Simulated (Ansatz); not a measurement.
One geometry of `[AlH2][Al]([Cl])[Cl]`, several functionals.

```yaml
crystal:
  periodic: [false, false, false]
  atoms:
    - {symbol: Al, position_ang: [-0.791616, 1.058732, -0.433905]}
    - {symbol: Al, position_ang: [0.679555, -0.915372, 0.350755]}
    - {symbol: Cl, position_ang: [1.638329, -0.924414, 2.220065]}
    - {symbol: Cl, position_ang: [1.004694, -2.620156, -0.832933]}
    - {symbol: H, position_ang: [-1.523148, 1.000655, -1.840892]}
    - {symbol: H, position_ang: [-0.965815, 2.336555, 0.490809]}
basis:
  gaussian: {orbitals: def2-TZVPP}
hamiltonian: {xc: {name: wB97M-V}}
output: {forces: true, orbitals: {seedname: orbitals}}
```

```sh
$ ansatz run in.yaml --threads 2 --pin off --events-out ev --progress --plain --max-ram 4352MiB
```

It prints (some lines left out):

```
Functional definition: wB97M-V
1282 factors; their error is unknown
250 factors; integrals over basis functions are off by at most 2.8e-5 eV
mean field evaluation 1: about -38272.5458 eV, gradient 2.1e1 eV
mean field evaluation 2: about -38273.4662 eV, gradient 1.6e1 eV
mean field evaluation 4: about -38273.9716 eV, gradient 5.8e-1 eV
mean field evaluation 8: about -38274.0191 eV, gradient 1.2e-1 eV
mean field -38274.01912072 eV, -1406.5442596246 hartree, gradient 6.9e-5 eV, S^2 0.000000; 0 other end points of the search recorded, 0 dependent functions left out
reference -38274.01917579 eV, -1406.5442616483 hartree; 31, 31 occupied and 165, 165 virtual orbitals, 1282 factors
Total energy: -38274.01917579 eV, -1406.5442616483 hartree
Atom 0 at    -0.791616     1.058732    -0.433905 Å, force    -0.012244     0.018634    -0.006659 eV/Å
Atom 1 at     0.679555    -0.915372     0.350755 Å, force    -0.116097     0.158891    -0.062414 eV/Å
Atom 2 at     1.638329    -0.924414     2.220065 Å, force     0.020637    -0.001613     0.041670 eV/Å
Atom 3 at     1.004694    -2.620156    -0.832933 Å, force     0.006883    -0.037917    -0.026570 eV/Å
Atom 4 at    -1.523148     1.000655    -1.840892 Å, force     0.080335     0.002352     0.153345 eV/Å
Atom 5 at    -0.965815     2.336555     0.490809 Å, force     0.020487    -0.140347    -0.099373 eV/Å
Dipole moment:    -0.229806     0.305157    -0.122795 e Å
```

Run time 14 s (2 threads of an Arm Neoverse V1 on a shared host); peak host memory 0.65 GiB.

Changing it to `hamiltonian: {xc: hse06, dispersion: d4}` and no forces (abridged; 3.8 s):

```
Functional definition: HSE06
mean field -38261.00654954 eV, -1406.0660564540 hartree, gradient 3.3e-5 eV, S^2 0.000000
Total energy: -38261.13302005 eV, -1406.0707041593 hartree
```

With the line `hamiltonian: {xc: {name: B2PLYP}}` and no forces (abridged; 6 s):

```
Functional definition: B2PLYP
mean field evaluation 16: about -38258.1698 eV, gradient 1.0e-5 eV
mean field -38258.16982878 eV, -1405.9618088888 hartree, gradient 1.4e-6 eV, S^2 0.000000
20 core orbitals not correlated: weight in the atoms' cores, before any rotation towards them, 1.000 or more for the frozen orbitals, at most 0.000 for the correlated occupied ones
second order -17.31307387 eV of doubles, -0.00000000 eV of singles
Total energy: -38262.84455083 eV, -1406.1336017555 hartree
```

The same input with `hamiltonian: {xc: {name: wB97X-V}}` and no forces (abridged; 10 s):

```
Functional definition: wB97X-V
mean field -38270.37931687 eV, -1406.4104993002 hartree, gradient 6.8e-5 eV, S^2 0.000000
Total energy: -38270.37931460 eV, -1406.4104992167 hartree
```

The same input with `hamiltonian: {xc: {name: B97M-V}}` and no forces (abridged; 9.5 s):

```
Functional definition: B97M-V
mean field evaluation 16: about -38266.7544 eV, gradient 4.2e-5 eV
mean field -38266.75436292 eV, -1406.2772846995 hartree, gradient 4.2e-5 eV, S^2 0.000000
Total energy: -38266.75443091 eV, -1406.2772871982 hartree
```

The same input with `hamiltonian: {xc: {name: B3LYP}, dispersion: d4}` (abridged; 5.5 s):

```
Functional definition: B3LYP
mean field -38278.34294387 eV, -1406.7031571943 hartree, gradient 3.5e-5 eV, S^2 0.000000
Total energy: -38278.59065740 eV, -1406.7122604987 hartree
Atom 0 force    -0.038915     0.054216    -0.020885 eV/Å
Atom 1 force    -0.095497     0.130775    -0.051363 eV/Å
Atom 2 force     0.070343     0.004154     0.145473 eV/Å
Atom 3 force     0.020650    -0.128368    -0.096527 eV/Å
Atom 4 force     0.038334     0.009262     0.082885 eV/Å
Atom 5 force     0.005085    -0.070039    -0.059583 eV/Å
Dipole moment:    -0.223216     0.296388    -0.119276 e Å
```

HSE06 is the plane-wave form, built on full-range PBE exchange.

B3LYP takes the VWN-RPA correlation (the form of Gaussian; ORCA's B3LYP/G).
